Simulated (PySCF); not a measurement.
Core-level binding energies of (ClSi)4O6 adamantane

Compound: (ClSi)4O6 adamantane, Cl4O6Si4.
Geometry (PBE0-D3(BJ)/def2-SVP, Å), atoms numbered from 1 in this order:
```
atom  x, y, z in Å
Si1   -0.5713   -0.0526    1.6360
Cl2   -1.2350   -0.1024    3.5256
O3     1.0772    0.1476    1.5316
Si4    1.7165    0.2073   -0.0029
Cl5    3.7069    0.4516   -0.0095
O6     1.2354   -1.1983   -0.7505
Si7   -0.4024   -1.4871   -0.7932
Cl8   -0.8588   -3.2039   -1.7224
O9    -0.9143   -1.4433    0.7889
O10   -1.0807   -0.1562   -1.5255
Si11  -0.7482    1.3167   -0.8278
Cl12  -1.6174    2.8499   -1.7800
O13   -1.2379    1.1912    0.7564
O14    0.9105    1.4357   -0.7834
```

Method used: delta-SCF UKS SCAN, pcX-2 on the ionised atom, pcseg-1 elsewhere, spin-free X2C in PySCF 2.14.0. Binding energies are ΔSCF values: E(core-ionised, relaxed orbitals) − E(ground state) at a fixed geometry, referred to the vacuum level.

Problem. Give the core binding energies atom by atom.

Solution. 
```json
{"atom(s)": "Si1/Si4/Si7/Si11", "environment": "silicon bonded to Cl and 3 O", "level": "Si 2p3/2", "binding energy (eV)": "110.03", "2p1/2 (eV)": "110.65", "count": "4"}
{"atom(s)": "Cl2/Cl5/Cl8/Cl12", "environment": "chlorine bonded to Si", "level": "Cl 2p3/2", "binding energy (eV)": "207.25", "2p1/2 (eV)": "208.91", "count": "4"}
{"atom(s)": "O3 (×6)", "environment": "oxygen bonded to 2 Si", "level": "O 1s", "binding energy (eV)": "539.09", "2p1/2 (eV)": "–", "count": "6"}
{"atom(s)": "Si1/Si4/Si7/Si11", "environment": "silicon bonded to Cl and 3 O", "level": "Si 1s", "binding energy (eV)": "1850.37", "2p1/2 (eV)": "–", "count": "4"}
{"atom(s)": "Cl2/Cl5/Cl8/Cl12", "environment": "chlorine bonded to Si", "level": "Cl 1s", "binding energy (eV)": "2829.86", "2p1/2 (eV)": "–", "count": "4"}
```

Problem. Give the binding energy of Si 2p3/2 of Si1/Si4/Si7/Si11 in hartree and in kJ/mol.

Solution. 110.03 eV = 4.0435 Eh = 10616 kJ/mol.

Atoms equivalent by their bonding share one computed value, that of the first of them. Spin–orbit and ligand-field terms were added within each 2p shell after the spin-free SCF. 2p1/2 minus 2p3/2 (ligand field included): Si 0.62 eV, Cl 1.65 eV. Geometry: PBE0-D3(BJ)/def2-SVP, one conformer, isolated molecule.

Hardware: 2 threads, Intel Xeon Platinum 8259CL at 2.50 GHz (x86_64), no GPU, shared host. Cost: 66 s wall, 2.6 min CPU, 1.4 GiB resident at most.
